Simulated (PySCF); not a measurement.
Work out the structure from these simulated measurements.

Formula: CH11ClSi4.

- 13C NMR: chemical shifts (computed TMS as zero) by class: -1.5 (1 C) ppm [GIAO PBE0/pcSseg-1]
- Rotational structure: rotational constants A, B, C: 1.743, 0.568, 0.515 GHz [GFN2-xTB]
- Triplet: lowest triplet excitation (Tamm–Dancoff): 5.67 eV [TDA CAM-B3LYP/def2-SVPD]
- Polarisability: 139.4 au [CAM-B3LYP/def2-SVPD]
- UV, strongest line: among the 8 lowest singlet transitions: S6 at 7.61 eV (163 nm, f = 0.257) [TDDFT CAM-B3LYP/def2-SVPD]
- NMR, other nuclei: isotropic shieldings of nuclei other than C and H, by class: 345 (1 Si), 425 (1 Si), 468 (1 Si), 472 (1 Si), 990 (1 Cl) ppm [GIAO PBE0/pcSseg-1]
- 1H NMR: chemical shifts (computed TMS as zero) by class: 5.68 (1 H), 4.08 (3 H), 3.60 (3 H), 3.53 (1 H), 3.26 (1 H), 0.17 (1 H), -0.21 (1 H) ppm [GIAO PBE0/pcSseg-1]
- UV, first state: lowest singlet excitation: 6.41 eV (193 nm, f = 0.082) [TDDFT CAM-B3LYP/def2-SVPD]
- Dipole: 1.75 D [CAM-B3LYP/def2-SVPD]

Electronic properties: PySCF, gas phase, density fitting. Levels stand in brackets. Isolated species at its GFN2-xTB geometry (one conformer only). NMR values are class means; diastereotopic atoms form classes of their own.

Q: Propose a structure and show how it fits.

A: Numbering: `[SiH3:1][CH2:2][Si@H:3]([Cl:4])[SiH2:5][SiH3:6]`. Its formula, CH11ClSi4, gives 0 degrees of unsaturation, so no ring and no π bond. The one carbon: sp3 carbon bound to silicon [C2] (-1.5 ppm). Hydrogen classes from least to most shielded: 1 H on a chlorine-bound silicon, Si3 (5.68 ppm), 3 H on an SiH3 silicon, Si1 (4.08 ppm), 3 H on an SiH3 silicon, Si6 (3.60 ppm), 1 H on an SiH2 silicon, Si5 (3.53 ppm), 1 H on an SiH2 silicon, Si5 (3.26 ppm), 1 H on an sp3 carbon bound to silicon, C2 (0.17 ppm), 1 H on an sp3 carbon bound to silicon, C2 (-0.21 ppm). The other shieldings belong to: 345 ppm, chlorine-bound silicon [Si3]; 425 ppm, SiH3 silicon [Si1]; 468 ppm, SiH3 silicon [Si6]; 472 ppm, SiH2 silicon [Si5]; 990 ppm, silicon-bound chlorine [Cl4]. The optimised geometry has point group C1 and is an asymmetric top. Structure: `[SiH3]C[Si@H](Cl)[SiH2][SiH3]`. Computed isomers that give other values at the same levels: `C[Si@@H]([SiH3])[SiH2][SiH2]Cl` (13C chemical shifts (computed TMS as zero) by class: -6.0 (1 C) ppm); `C[Si@]([SiH3])(Cl)[SiH2][SiH3]` (13C chemical shifts (computed TMS as zero) by class: 8.1 (1 C) ppm); `[SiH3]C[Si@H]([SiH3])[SiH2]Cl` (13C chemical shifts (computed TMS as zero) by class: -13.7 (1 C) ppm). The assignments are read from this structure; whether some other isomer fits the data as well wasn't checked. The mirror image fits equally.

Conformer computed: `[SiH3:1][CH2:2][Si@H:3]([Cl:4])[SiH2:5][SiH3:6]`: Si1–C2–Si3–Cl4 -64°, C2–Si3–Si5–Si6 69°.
